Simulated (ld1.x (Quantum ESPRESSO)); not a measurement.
# An all-electron radial function and its pseudo partner (strontium (Sr))

Columns: radius, all-electron u(r) and pseudo u(r) of the 5s shell (level -3.70 eV) of strontium in the configuration [Ar] 3d10 4s2 4p6 4d0 5s1.75 5p0.25; PBE, scalar-relativistic, ultrasoft scheme, ld1.x (Quantum ESPRESSO) 7.5.

```json
{"r (bohr)": "0.138", "all-electron": "-0.0844", "pseudo": "-0.1809"}
{"r (bohr)": "0.275", "all-electron": "0.1007", "pseudo": "-0.3445"}
{"r (bohr)": "0.413", "all-electron": "0.1349", "pseudo": "-0.4792"}
{"r (bohr)": "0.550", "all-electron": "0.0283", "pseudo": "-0.5726"}
{"r (bohr)": "0.688", "all-electron": "-0.1022", "pseudo": "-0.6201"}
{"r (bohr)": "0.825", "all-electron": "-0.1963", "pseudo": "-0.6204"}
{"r (bohr)": "0.963", "all-electron": "-0.2409", "pseudo": "-0.5776"}
{"r (bohr)": "1.100", "all-electron": "-0.2402", "pseudo": "-0.5001"}
{"r (bohr)": "1.238", "all-electron": "-0.2051", "pseudo": "-0.3973"}
{"r (bohr)": "1.375", "all-electron": "-0.1473", "pseudo": "-0.2819"}
{"r (bohr)": "1.513", "all-electron": "-0.0759", "pseudo": "-0.1626"}
{"r (bohr)": "1.650", "all-electron": "0.0005", "pseudo": "-0.0497"}
{"r (bohr)": "1.788", "all-electron": "0.0776", "pseudo": "0.0529"}
{"r (bohr)": "1.925", "all-electron": "0.1506", "pseudo": "0.1411"}
{"r (bohr)": "2.062", "all-electron": "0.2181", "pseudo": "0.2159"}
{"r (bohr)": "2.200", "all-electron": "0.2792", "pseudo": "0.2792"}
{"r (bohr)": "2.338", "all-electron": "0.3330", "pseudo": "0.3331"}
{"r (bohr)": "2.475", "all-electron": "0.3790", "pseudo": "0.3790"}
{"r (bohr)": "2.613", "all-electron": "0.4183", "pseudo": "0.4183"}
{"r (bohr)": "2.750", "all-electron": "0.4508", "pseudo": "0.4508"}
{"r (bohr)": "2.888", "all-electron": "0.4774", "pseudo": "0.4774"}
{"r (bohr)": "3.025", "all-electron": "0.4984", "pseudo": "0.4984"}
{"r (bohr)": "3.162", "all-electron": "0.5145", "pseudo": "0.5145"}
{"r (bohr)": "3.300", "all-electron": "0.5264", "pseudo": "0.5264"}
{"r (bohr)": "3.438", "all-electron": "0.5342", "pseudo": "0.5342"}
{"r (bohr)": "3.575", "all-electron": "0.5384", "pseudo": "0.5384"}
```

(1) How many radial nodes do the two functions have?

(2) At about which radius was the pseudo-wave matched?

(3) Is the pseudo-wave norm-conserving?

Results:

(1) The all-electron 5s function has n − l − 1 = 4 (the table is too coarse to show those close to the nucleus); the pseudo-wave has 1, since 1 lower shell of the same l stays in the valence.

(2) 2.50 bohr. The columns agree to 0.0005 from 2.20 bohr on; several derivatives are matched, so the curves merge somewhat inside the radius.

(3) No, it belongs to an ultrasoft set: the norm inside the radius is not constrained, and the difference is carried by the augmentation charge.
